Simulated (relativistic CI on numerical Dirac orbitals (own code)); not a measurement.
Method of calculation: Dirac-Coulomb-Breit CI, KLI orbitals optimised for each configuration, a model potential for QED, unscaled Slater integrals (own radial code, finite nucleus).

Configuration list (outside the closed core 1s2): 2s, 2p, 3s, 3p, 3d, 4s, 4p, 4d, 4f, 5s, 5p, 5d, 5f, 5g, 6s, 6p, 6d. Levels of other configurations are missing.

At this charge energies of transitions that change n are usually good to better than 1 %, and those within a shell (Δn = 0) to a few per cent.

Outline of the computed level scheme of Ti XX. Lowest level of each configuration: 2s 2S_1/2 at 0.00 eV; 2p 2P°_1/2 at 40.26 eV; 3s 2S_1/2 at 801.54 eV; 3p 2P°_1/2 at 812.70 eV; 3d 2D_3/2 at 819.13 eV; 4s 2S_1/2 at 1076.98 eV; 4p 2P°_1/2 at 1081.58 eV; 4d 2D_3/2 at 1084.26 eV; 4f 2F°_5/2 at 1084.65 eV.

Some strong electric-dipole decays among the lowest 15 levels: 3d 2D_5/2 → 2p 2P°_3/2 (1.1e+13 s⁻¹); 3d 2D_3/2 → 2p 2P°_1/2 (8.9e+12 s⁻¹); 3p 2P°_1/2 → 2s 2S_1/2 (3.6e+12 s⁻¹); 3p 2P°_3/2 → 2s 2S_1/2 (3.5e+12 s⁻¹); 4d 2D_5/2 → 2p 2P°_3/2 (3.4e+12 s⁻¹); 4d 2D_3/2 → 2p 2P°_1/2 (2.9e+12 s⁻¹); 4f 2F°_7/2 → 3d 2D_5/2 (2.2e+12 s⁻¹); 4f 2F°_5/2 → 3d 2D_3/2 (2.1e+12 s⁻¹).
